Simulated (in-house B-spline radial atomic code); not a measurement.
Computed with a B-spline radial atomic code. Model: two electrons, singlet ground state, non-relativistic, full CI in B-splines with partial waves to l = 8 (at full coupling up to 3e-4 hartree above the limit, correlation up to 0.6 % small), density held at that of full coupling by Lieb maximisation.

W(λ) is the mean repulsion in the state of coupling λ less the Hartree energy of the fixed density. Its start is exact exchange, its initial slope is twice the second-order Görling-Levy correlation energy, and its area from 0 to 1 is E_xc. A straight curve means weak, dynamic correlation, and a curve that drops fast and flattens means strong correlation.

Command:
```bash
python run_ac.py task.json out
```
Settings (lengths in bohr, energies in hartree):
```
potential              coulomb
strength               1.01
lmax                   8
wall_radius            2.72
```

Run time, properties included: 2 s on 1 thread of Intel(R) Xeon(R) Processor @ 2.30GHz (shared host).

**W = mean repulsion less Hartree energy, and W of three functionals.**

Given: confinement point charge; nuclear charge 1.01; hard wall radius 2.72 bohr; external potential -Z/r.

Computed: LDA exchange minus exact 110.72 millihartree; PBE exchange minus exact 31.487 millihartree.

```tsv
coupling	W xc (hartree)	W xc minus exchange (millihartree)	kinetic minus Kohn-Sham (millihartree)	LDA (PW92) W minus its exchange (millihartree)	PBE W minus its exchange (millihartree)	SCAN W minus its exchange (millihartree)
0	-0.76528	0	0	0	0	0
0.02	-0.76719	-1.913	0.02	-11.33	-2.58	-1.9
0.05	-0.77002	-4.737	0.12	-22.95	-6.43	-4.67
0.12	-0.7764	-11.124	0.66	-43.33	-15.13	-10.86
0.25	-0.78755	-22.273	2.71	-71.2	-30.14	-21.56
0.4	-0.79937	-34.093	6.54	-95.85	-45.72	-32.86
0.6	-0.81361	-48.324	13.63	-122.02	-64.08	-46.52
0.8	-0.82632	-61.044	22.51	-143.44	-80.22	-58.82
1	-0.83775	-72.47	32.77	-161.63	-94.57	-69.99
1.4	-0.85742	-92.138	56.25	-191.43	-119.1	-89.56
2	-0.88088	-115.6	95.83	-225.52	-148.41	-113.54
3	-0.90938	-144.09	166.18	-266.15	-184.62	-143.71
4.5	?	?	?	?	?	?
7	?	?	?	?	?	?
10	-0.98734	-222.06	607.17	-383.09	-293.42	-229.2
```

Task: What belongs in the row 4.5?

Result: W xc (hartree): -0.93781; W xc minus exchange (millihartree): -172.53; kinetic minus Kohn-Sham (millihartree): 271.25; LDA (PW92) W minus its exchange (millihartree): -307.13; PBE W minus its exchange (millihartree): -222.14; SCAN W minus its exchange (millihartree): -174.85.

Task: What belongs in the row 7?

Result: W xc (hartree): -0.96664; W xc minus exchange (millihartree): -201.36; kinetic minus Kohn-Sham (millihartree): 433.69; LDA (PW92) W minus its exchange (millihartree): -350.33; PBE W minus its exchange (millihartree): -262.47; SCAN W minus its exchange (millihartree): -206.82.

Task: What is the SCAN exchange minus exact?

Result: 1.8085 millihartree.

**Energy parts, natural occupations and partial-wave weights.**

Computed: total energy -0.0309 hartree; correlation energy -0.039697 hartree; initial slope twice GL2 -0.096252 hartree; kinetic part over minus potential part 0.45222; Hartree energy 1.5306 hartree; Kohn-Sham kinetic 1.5463 hartree; Lieb Oxford ratio E_xc over LDA exchange 1.2298.

```json
{"natural": "s", "occupation of the shell (electrons)": "1.975"}
{"natural": "p", "occupation of the shell (electrons)": "0.021095"}
{"natural": "s", "occupation of the shell (electrons)": "0.0027031"}
{"natural": "d", "occupation of the shell (electrons)": "?"}
{"natural": "p", "occupation of the shell (electrons)": "0.00021699"}
{"natural": "f", "occupation of the shell (electrons)": "8.7947e-05"}
```

Task: What belongs in the row d?

Result: occupation of the shell (electrons): 0.00072902.

```
wave      weight
   s     0.98889
   p           ?
   d  0.00038442
   f  4.8582e-05
   g  1.0991e-05
```

Task: What belongs in the row p?

Result: weight: 0.010662.

Task: What is the kinetic part of the DFT correlation energy?

Result: 0.032773 hartree.

Task: What is the exchange energy?

Result: -0.76528 hartree.

Half-way to full coupling W has made 57 % of its drop, against 50 % for a straight line, and second-order (GL2) theory, half the initial slope, overshoots the correlation energy by about 21 %: a moderate bend, as in light atoms. Over couplings 0 to 1 the errors in E_xc come to about +49 millihartree for LDA, +19 millihartree for PBE, +3.2 millihartree for SCAN, so SCAN is nearest. In LDA and PBE the errors of exchange and correlation have opposite signs, so the sum is smaller than the larger of the two.
